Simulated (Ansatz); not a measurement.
Two isomers of C2H10SiSn: A = `C[CH2][SnH2][SiH3]`, B = `C[SiH2][SnH2][CH3]`.

Isolated molecules relaxed with PBE0-D4/def2-TZVP in Ansatz; ΔE leaves out vibrations. CBS: MP2 limit from def2 TZ/QZ plus the TZ coupled-cluster correction, frozen cores. Functionals use def2-TZVPP. B3LYP here is the variant with VWN-RPA as its local correlation; programs differ in this. Elements past krypton have def2 core potentials. For Sn outer-core shells are correlated without core-valence functions, which leaves a few kJ/mol of doubt a bond. One conformer a species, not always the lowest.

Which isomer does CCSD(T)/CBS put lower? Give the gap. (An estimate is asked.)

Computed: B, by 11.6 kcal/mol.

Give E(B) − E(A) in kcal/mol with B3LYP, PBE-D4, r2SCAN-D4, CCSD(T)/def2-TZVPP, PBE0-D4, HF/def2-TZVPP, CCSD/def2-TZVPP. (Estimate.)

Computed: B3LYP -11.8, PBE-D4 -11.5, r2SCAN-D4 -12.3, CCSD(T)/def2-TZVPP -11.1, PBE0-D4 -11.7, HF/def2-TZVPP -11.1, CCSD/def2-TZVPP -11.1. None reverses the order clearly.

Largest T1 diagnostic: 0.012.
